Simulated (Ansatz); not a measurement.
Geometry optimisation, UHF/def2-SVP (Ansatz 0.2.0).

The input (input.yaml):

```yaml
crystal:
  periodic: [false, false, false]
  atoms:
    - { symbol: Ge, position_ang: [0.000764, 0.0, -0.394737] }
    - { symbol: H, position_ang: [-0.000382, -4.0e-06, 2.365179] }
    - { symbol: Cl, position_ang: [2.021271, 0.000135, -1.157807] }
    - { symbol: Cl, position_ang: [-1.009666, 1.749775, -1.157637] }
    - { symbol: Cl, position_ang: [-1.009438, -1.749907, -1.157635] }
    - { symbol: Si, position_ang: [-0.000134, -1.0e-06, 3.837084] }
    - { symbol: H, position_ang: [-0.756931, -1.17843, 4.316767] }
    - { symbol: H, position_ang: [1.398956, -0.066275, 4.316346] }
    - { symbol: H, position_ang: [-0.64214, 1.244705, 4.316739] }
magnetization:
  spin_polarized: true
  initial_magnetization: 1
basis:
  gaussian: { orbitals: def2-SVP }
hamiltonian:
  xc: hf
relax:
  f_tol: 0.03
  max_steps: 50
output:
  orbitals: {}
```

Run as:

```bash
$ ansatz run input.yaml --threads 4 --pin off --max-ram 5120MiB --backend cpu --events-out ev --progress --plain --runs-dir out
```

Question: Where does it end, and by what steps?

Answer: It converged. The force dipped under the threshold on the way, but the program's further checks kept it going. After 8 steps the energy has fallen by 0.102 eV; Ge1 moved furthest, 0.67 Å.

| step | energy less start (eV) | largest force component (eV/Å) | accepted |
| --- | --- | --- | --- |
| 0 | 0.0000 | 0.348 | yes |
| 1 | -0.0593 | 0.083 | yes |
| 2 | 0.1080 | 2.128 | no |
| 3 | -0.0802 | 0.051 | yes |
| 4 | -0.0913 | 0.056 | yes |
| 5 | -0.0987 | 0.021 | yes |
| 6 | -0.1008 | 0.010 | yes |
| 7 | -0.1015 | 0.003 | yes |
| 8 | -0.1016 | 0.001 | yes |

```xyz
9
Properties=species:S:1:pos:R:3
Ge 0.001 0.000 -1.066
H 0.000 0.000 2.881
Cl 2.020 0.000 -1.816
Cl -1.009 1.748 -1.816
Cl -1.008 -1.749 -1.816
Si 0.000 0.000 4.364
H -0.756 -1.176 4.851
H 1.396 -0.066 4.851
H -0.641 1.243 4.851
```

Whether the end is a true minimum wasn't checked by a vibrational analysis.

Run time: 59 s on 4 threads of AMD EPYC 7571 (shared host), peak memory 0.5 GiB.
